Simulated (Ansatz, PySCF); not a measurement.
C5H7O, SMILES O=C1C[CH]CC1, multiplicity 2. Atoms are numbered in the order given.

```xyz
13

O      0.8282     1.8451     0.5462
C      0.3714     0.7857     0.2010
C      1.1395    -0.5428     0.1462
C      0.1035    -1.5642    -0.1714
C     -1.2808    -0.9824    -0.2103
C     -1.0679     0.5411    -0.2624
H      1.6659    -0.6978     1.1101
H      1.9491    -0.4623    -0.6079
H      0.3073    -2.6326    -0.2624
H     -1.8542    -1.2644     0.6980
H     -1.8759    -1.3634    -1.0587
H     -1.1352     0.9218    -1.2971
H     -1.7692     1.1360     0.3403
```
Charge 0, spin multiplicity 2.

The structure is a stationary point at B3LYP-D3(BJ)/def2-SVP. The isomer is the one that the SMILES or the coordinates give; other isomers of the formula were not compared. Other conformers were not sampled.

Two levels are set side by side: PBE-D3(BJ)/def2-SVP (Ansatz, a quantum-chemistry and plane-wave program) and B3LYP-D3(BJ)/def2-SVP (Ansatz). Each level has its own optimised geometry; the coordinates shown are those of the second. Frequencies come from the Hessian of PySCF at each geometry. Differences are taken from unrounded values.

```tsv
quantity	B3LYP-D3(BJ)	PBE-D3(BJ)	PBE-D3(BJ) minus B3LYP-D3(BJ)
mean bond length (Å)	1.272	1.277	0.006
bond O1–C2 (Å)	1.204	1.214	0.009
bond C2–C3 (Å)	1.536	1.540	0.005
bond C2–C6 (Å)	1.532	1.536	0.004
bond C3–C4 (Å)	1.489	1.488	-0.001
bond C4–C5 (Å)	1.502	1.502	0.000
bond C5–C6 (Å)	1.539	1.540	0.000
bond C3–H7 (Å)	1.109	1.118	0.009
bond C3–H8 (Å)	1.109	1.118	0.009
bond C4–H9 (Å)	1.091	1.099	0.008
bond C5–H10 (Å)	1.111	1.119	0.009
bond C5–H11 (Å)	1.104	1.113	0.008
bond C6–H12 (Å)	1.105	1.112	0.008
bond C6–H13 (Å)	1.099	1.107	0.008
highest harmonic wavenumber (cm⁻¹)	3207	3144	-63
mean harmonic wavenumber (cm⁻¹)	1403	1364	-39
zero-point energy (kcal/mol)	66.20	64.35	-1.84
```

Exact exchange shortens and stiffens bonds; PBE has none. Differences between two approximate levels are no errors against the true value.
